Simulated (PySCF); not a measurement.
Isomers of C2H7NOSi. Method: PySCF 2.14.0, PBE0-D3(BJ)/def2-SVP geometry optimisation, gas phase. Energies are electronic, without zero-point or thermal terms, for one conformer each. No frequencies were run at this level. Point groups hold within 0.08 Å.

Problem. Rank from lowest to highest electronic energy at this level (kJ/mol).
A. `[CH3:1]/[CH:2]=[N:3]/[SiH2:4][OH:5]` with C2–N3–Si4–O5 120°, N3–Si4–O5–H 52°
B. `[CH3:1][C:2](=[O:3])[NH:4][SiH3:5]` with C1–C2–N4–Si5 -179°
C. `[NH2:1][CH2:2][SiH2:3][CH:4]=[O:5]` with H–N1–C2–Si3 170° and -70°, N1–C2–Si3–C4 -60°, C2–Si3–C4–O5 -157°
D. `[CH3:1][O:2]/[CH:3]=[N:4]\[SiH3:5]` with C1–O2–C3–N4 0°
E. `[CH3:1][O:2]/[CH:3]=[N:4]/[SiH3:5]` with C1–O2–C3–N4 0°

Solution. B (0.0), A (8.7), E (125.4), D (143.2), C (204.8).

As drawn, the lowest has a C(=O)–N unit, which the highest lacks; the highest has an Si–C bond, which the lowest lacks. Neighbours under 10 kJ/mol apart (CC(=O)N[SiH3] and C/C=N/[SiH2]O) can change places with a better method, another conformer or zero-point energy. CO/C=N/[SiH3] and CO/C=N\[SiH3] are stereoisomers, 17.8 kJ/mol apart in the conformers taken.

```csv
SMILES,E (Eh),E rel (kJ/mol),dipole (D),point group,"A, B, C (MHz)"
CC(=O)N[SiH3],-499.32866,0.0,3.51,near Cs,"9789, 2404, 2001"
C/C=N/[SiH2]O,-499.32534,8.7,1.85,C1,"13447, 1738, 1641"
CO/C=N/[SiH3],-499.28089,125.4,1.00,Cs,"14813, 1786, 1641"
CO/C=N\[SiH3],-499.27410,143.2,1.69,Cs,"8318, 2405, 1931"
NC[SiH2]C=O,-499.25066,204.8,4.05,C1,"7961, 2077, 1791"
```

Problem. How do the relative energies change in single points at PBE0/pcSseg-1 (no added dispersion term) on the same geometries?

Solution. 
```json
{"SMILES": "CC(=O)N[SiH3]", "PBE0-D3(BJ)/def2-SVP (kJ/mol)": "0.0", "PBE0/pcSseg-1 (kJ/mol)": "1.2", "shift": "+1.2"}
{"SMILES": "C/C=N/[SiH2]O", "PBE0-D3(BJ)/def2-SVP (kJ/mol)": "8.7", "PBE0/pcSseg-1 (kJ/mol)": "0.0", "shift": "-8.7"}
{"SMILES": "CO/C=N/[SiH3]", "PBE0-D3(BJ)/def2-SVP (kJ/mol)": "125.4", "PBE0/pcSseg-1 (kJ/mol)": "124.1", "shift": "-1.3"}
{"SMILES": "CO/C=N\\[SiH3]", "PBE0-D3(BJ)/def2-SVP (kJ/mol)": "143.2", "PBE0/pcSseg-1 (kJ/mol)": "143.9", "shift": "+0.7"}
{"SMILES": "NC[SiH2]C=O", "PBE0-D3(BJ)/def2-SVP (kJ/mol)": "204.8", "PBE0/pcSseg-1 (kJ/mol)": "200.5", "shift": "-4.3"}
```

Each column counts from its own lowest isomer. C/C=N/[SiH2]O becomes the lowest; the largest shift is 8.7 kJ/mol.

Problem. As an exercise, what shares would exp(−E/RT) give at 298.15 K from these electronic energies alone (no entropy, no degeneracies)?

Solution. RT = 2.479 kJ/mol: CC(=O)N[SiH3] 97.1 %, C/C=N/[SiH2]O 2.9 %, CO/C=N/[SiH3] under 0.1 %, CO/C=N\[SiH3] under 0.1 %, NC[SiH2]C=O under 0.1 %.
